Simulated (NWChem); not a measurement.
System: CH$_{4}$ClIn; SMILES [Cl][InH][CH3]

Computed with NWChem. Structure relaxed at the PBE0/def2-SVP level. def2 effective core potentials on In; no spin-orbit coupling. Level SCAN/def2-SVP: energy and gradient on several grids; changes count from the extra-fine grid, which is no exact limit either.

```csv
grid,size of the energy change (μHa),largest change of a gradient component (μHa/bohr),"time, medium = 1 (rough)"
xcoarse,30000,2000,about 1
coarse,1000,2000,about 1
medium,3000,900,about 1
fine,200,500,about 1
xfine,< 10,< 30,2
```
